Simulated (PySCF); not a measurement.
## From computed data to an observable: dipole moment from atomic charges

Zr(Cl)2(SH)2 (Cl₂H₂S₂Zr), SMILES [SH][Zr]([SH])([Cl])[Cl], multiplicity 1. Atoms are numbered in the order given.

```xyz
7

Zr     0.0531    -0.0096     0.0188
Cl     1.4052     0.9677    -1.6296
Cl     1.1319    -0.1599     2.0909
S     -0.7325    -2.1882    -0.6789
H     -0.7806    -1.7374    -1.9593
S     -1.9694     1.3111     0.2314
H     -1.2446     2.4215     0.5256
```
Charge 0, spin multiplicity 1.

Geometry: r2SCAN-D4/def2-SVP. The spin state was assumed, not searched. The def2 effective core potentials stand for the cores of Zr; spin–orbit coupling is left out. One conformer was computed; it need not be the lowest.

Charges (e) from PySCF with PBE/def2-TZVP:

| atom | Mulliken | ESP fit |
|---|---|---|
| Zr1 | 1.049 | 0.547 |
| Cl2 | -0.316 | -0.207 |
| Cl3 | -0.317 | -0.162 |
| S4 | -0.391 | -0.216 |
| H5 | 0.189 | 0.166 |
| S6 | -0.391 | -0.318 |
| H7 | 0.177 | 0.190 |

The dipole moment of the full density is 0.70 D.

**Question.** What dipole moment does each set of point charges give, and which comes closer to that of the density?

**Answer.** 
μ = Σ q r, and 1 e Å = 4.8032 D.
Mulliken: Σ q r = (-0.059, 0.178, -0.230) e Å, |μ| = 1.43 D.
ESP fit: Σ q r = (-0.027, 0.048, -0.143) e Å, |μ| = 0.74 D.
ESP fit comes closer in size. Point charges leave out the atoms' own dipoles (lone pairs, polarised bonds); fits to the potential absorb them, partitions of the density don't.
